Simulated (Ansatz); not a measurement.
Compare A (`Cl[SiH]1CCO1`) with its isomer B (`C=C[SiH](O)Cl`).

Gas-phase electronic energies from Ansatz, PBE0-D4/def2-TZVP geometries. CCSD(T)/CBS adds triple-zeta CCSD(T) − MP2 to the extrapolated MP2 energy (def2 sets, frozen cores). Functionals use def2-TZVPP. B3LYP here is the variant with VWN-RPA as its local correlation; programs differ in this. Each species was taken in one conformer, which may not be the lowest.

A:

```xyz
10

Cl    0.2825   -1.7051   -2.2707
Si   -0.5440   -0.9085   -0.5741
C    -0.1849    0.8881   -0.2377
C     0.6295    0.2945    0.9338
O     0.3689   -1.1281    0.7876
H    -1.9127   -1.4654   -0.5015
H     0.4048    1.4256   -0.9777
H    -1.0307    1.5003    0.0734
H     0.2835    0.6225    1.9159
H     1.7031    0.4761    0.8508
```

B:

```xyz
10

C    -1.5924   -0.1939    0.4555
C    -0.4595   -0.8418    0.1961
Si    1.0080    0.0002   -0.5481
O     0.8403    1.6267   -0.5581
Cl    2.6563   -0.5549    0.5605
H    -2.4560   -0.6889    0.8907
H    -1.7056    0.8644    0.2376
H    -0.3973   -1.9034    0.4281
H     1.2667   -0.3908   -1.9477
H     0.8395    2.0823    0.2855
```

Q: Which is lower in electronic energy at CCSD(T)/CBS, and by how much? (An estimate is asked.)

A: Ansatz gave: B, by 45.6 kJ/mol.

Q: Give E(B) − E(A) in kJ/mol with MP2/def2-TZVPP, ωB97M-V, B3LYP-D4, PBE-D4, CCSD(T)/def2-TZVPP, r2SCAN-D4, PBE0-D4. (An estimate is asked.)

A: The calculation gave: MP2/def2-TZVPP -38.8, ωB97M-V -36.3, B3LYP-D4 -48.9, PBE-D4 -29.5, CCSD(T)/def2-TZVPP -42.8, r2SCAN-D4 -35.6, PBE0-D4 -26.2. None reverses the order clearly.

Largest T1 diagnostic: 0.011.

In def2-TZVPP, CCSD(T) changes the Hartree–Fock value by +15.9 kJ/mol (the triples alone add +0.3 kJ/mol) and MP2 by +20.0 kJ/mol. From PBE to PBE0 (25 % exact exchange), in def2-TZVPP and without D4, E(B) − E(A) moves by +3.4 kJ/mol.
